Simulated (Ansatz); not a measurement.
C2H5FO2Si can be A, `O[Si@@H](F)[C@@H]1CO1`, or B, `CC(=O)O[SiH2]F`.

Isolated molecules relaxed with PBE0-D4/def2-TZVP in Ansatz; ΔE leaves out vibrations. CCSD(T)/CBS is the MP2 limit (def2-TZVPP, def2-QZVPP) plus CCSD(T) − MP2 in def2-TZVPP, frozen cores. Functionals use def2-TZVPP. Each species was taken in one conformer, which may not be the lowest.

Q: Which isomer does CCSD(T)/CBS put lower? Give the gap. (Best estimate.)

A: The calculation gave: B, by 29.1 kcal/mol.

Q: Give E(B) − E(A) in kcal/mol with r2SCAN-D4, CCSD/def2-TZVPP, B2PLYP, ωB97M-V, HF/def2-TZVPP, PBE-D4, MP2/def2-TZVPP. (An estimate is asked.)

A: Computed: r2SCAN-D4 -30.7, CCSD/def2-TZVPP -30.3, B2PLYP -32.0, ωB97M-V -30.0, HF/def2-TZVPP -38.0, PBE-D4 -28.9, MP2/def2-TZVPP -28.8. None reverses the order clearly.

Largest T1 diagnostic: 0.014.

In def2-TZVPP, CCSD(T) changes the Hartree–Fock value by +7.9 kcal/mol (the triples alone add +0.1 kcal/mol) and MP2 by +9.2 kcal/mol.
